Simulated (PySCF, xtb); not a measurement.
HO2, SMILES [O]O, multiplicity 2.

Harmonic wavenumbers (cm⁻¹) from xtb with GFN2-xTB at its own minimum, in rising order: 1281, 1326, 3221.

What does PySCF 2.14.0 with PBE-D3(BJ)/def2-TZVPD give at its own minimum? (An estimate is asked for; the answer gives what the named calculation found.)

1114, 1382, 3413. Paired by order, the mean absolute difference is 138 cm⁻¹ and the zero-point energies are 8.3 and 8.4 kcal/mol.
